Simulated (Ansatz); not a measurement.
One change: `CSCO` becomes `CSC[CH2][AlH2]`.

Ansatz, PBE0-D4/def2-TZVP geometries, multiplicity 1. Each molecule was computed in one conformer, which needn't be the lowest.

```json
{"property": "LUMO energy (PBE0/def2-TZVPP) / eV", "`CSCO`": "0.88"}
{"property": "LUMO energy (B3LYP/def2-TZVPP) / eV", "`CSCO`": "0.58"}
{"property": "LUMO energy (PBE/def2-TZVPP) / eV", "`CSCO`": "-0.08"}
{"property": "HOMO energy (PBE0/def2-TZVPP) / eV", "`CSCO`": "-6.64"}
{"property": "HOMO energy (B3LYP/def2-TZVPP) / eV", "`CSCO`": "-6.43"}
{"property": "size of the dipole moment (B3LYP/def2-TZVPP) / D", "`CSCO`": "0.30"}
```

Q: Give the same properties after the change, and the shifts. (An estimate is asked.)

A: Ansatz gave: 
```
                                        property  `CSC[CH2][AlH2]`  shift
              LUMO energy (PBE0/def2-TZVPP) / eV             -0.01  -0.89
             LUMO energy (B3LYP/def2-TZVPP) / eV             -0.25  -0.83
               LUMO energy (PBE/def2-TZVPP) / eV             -0.94  -0.86
              HOMO energy (PBE0/def2-TZVPP) / eV             -7.14  -0.50
             HOMO energy (B3LYP/def2-TZVPP) / eV             -6.93  -0.50
size of the dipole moment (B3LYP/def2-TZVPP) / D              3.45   3.15
```

With PBE0 the HOMO falls by 0.50 eV and the LUMO falls by 0.89 eV, so the gap narrows by about 0.39 eV. PBE moves the HOMO by -0.51 eV and ωB97M-V by -0.48 eV. Dipoles are sizes alone; their direction can turn.

B3LYP here is the variant with VWN-RPA as its local correlation; programs differ in this.
